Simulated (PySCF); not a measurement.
MeSiCl2(SeBu), C5H12Cl2SeSi.
Numbering: `[CH3:1][CH2:2][CH2:3][CH2:4][Se:5][Si:6]([CH3:7])([Cl:8])[Cl:9]` (hydrogens: H10, H11, H12 on C1; H13, H14 on C2; H15, H16 on C3; H17, H18 on C4; H19, H20, H21 on C7)

Computed by this run: PBE0-D3(BJ)/def2-SVP geometry optimisation, gas phase in PySCF; density fitting, grid level 1; the optimiser is geomeTRIC in internal coordinates, started from a GFN2-xTB structure with every atom displaced at random (about 0.01 Å).

Step 0: E = -103610.5126 eV
```
atom  x, y, z in Å  |  force x, y, z in eV/Å
C1     -2.9550   -0.1999    1.0538   -1.085   1.700  -0.444
C2     -2.0723    0.5349    0.0565   -0.411  -0.324  -0.157
C3     -1.2850   -0.4501   -0.7911    1.878   1.257   0.681
C4     -0.2769    0.2318   -1.7508   -1.585   0.241   0.828
Se5     1.0763    1.3328   -0.8839    0.386   0.013   0.211
Si6     2.1706   -0.2590    0.3428    1.101   1.478  -0.484
C7      3.9417    0.3744    0.6714   -1.453  -0.021   0.047
Cl8     1.2610   -0.6377    2.1102   -0.496  -0.163   0.868
Cl9     2.2305   -2.0086   -0.6729    0.011  -0.835  -0.509
H10    -3.5419    0.5437    1.6470    0.258  -0.415  -0.154
H11    -3.6887   -0.8221    0.5370   -0.138  -0.362  -0.060
H12    -2.3819   -0.7857    1.7367    0.655  -0.756   0.716
H13    -2.6911    1.1851   -0.6097    0.247  -0.203   0.303
H14    -1.3911    1.1880    0.6121    0.216   0.185  -0.035
H15    -0.7142   -1.1300   -0.1224   -0.249   0.030  -0.178
H16    -1.9507   -1.0490   -1.3654   -0.847  -0.847  -0.822
H17     0.2247   -0.4911   -2.3577    0.527  -0.678  -0.675
H18    -0.8479    0.9289   -2.3975    0.382  -0.082   0.023
H19     4.4523   -0.2586    1.3889    0.220  -0.330   0.358
H20     3.8726    1.3932    1.0733    0.043   0.106   0.085
H21     4.4958    0.4014   -0.2555    0.341   0.004  -0.601
```

Task: Estimate the geometry and energy of step 1. (The exact step hangs on the optimiser's Hessian estimate; all steps are aligned on step 0, rigid shifts and turns removed.)

Result: E = -103610.7300 eV, largest force 0.670 eV/Å
```
atom  x, y, z in Å  |  force x, y, z in eV/Å
C1     -2.9090   -0.1827    1.0966    0.138  -0.166   0.160
C2     -2.0221    0.5232    0.0872    0.037   0.081  -0.006
C3     -1.2332   -0.4368   -0.7884   -0.291  -0.187  -0.175
C4     -0.3005    0.2155   -1.7881    0.170  -0.161  -0.131
Se5     1.1099    1.3771   -1.0215   -0.089   0.082  -0.102
Si6     2.1298   -0.1580    0.2504    0.046  -0.540   0.394
C7      3.8506    0.3686    0.7201   -0.029  -0.027  -0.152
Cl8     1.0946   -0.5478    2.0371    0.126   0.088  -0.329
Cl9     2.1936   -1.9888   -0.7672    0.004   0.296   0.173
H10    -3.4736    0.5348    1.7076   -0.034   0.053   0.022
H11    -3.6385   -0.8462    0.6053    0.006  -0.024  -0.003
H12    -2.3033   -0.7987    1.7907   -0.119   0.092  -0.157
H13    -2.6332    1.1840   -0.5545    0.034   0.003   0.013
H14    -1.3105    1.1796    0.6180   -0.033  -0.004  -0.016
H15    -0.6684   -1.1369   -0.1525    0.014  -0.043   0.003
H16    -1.9393   -1.0737   -1.3736    0.211   0.189   0.171
H17     0.2189   -0.5354   -2.4110   -0.082   0.151   0.159
H18    -0.8373    0.8991   -2.4610   -0.036   0.044  -0.021
H19     4.2990   -0.3247    1.4502   -0.103   0.001  -0.081
H20     3.8265    1.3736    1.1642   -0.008   0.057   0.030
H21     4.4748    0.3966   -0.1863    0.037   0.016   0.046
```

The energy changes by -0.2174 eV. The first-order estimate −F·Δx gives -0.5623 eV and the mean of the old and new forces, exact on a quadratic surface, -0.2269 eV. The step makes an angle of 77° with the force vector and moves no atom by more than 0.203 Å.

The cost below is that of the whole optimisation. On Arm Neoverse V1, one thread, shared host, this took 4.2 min of wall time and 1.3 GiB of memory at its peak.
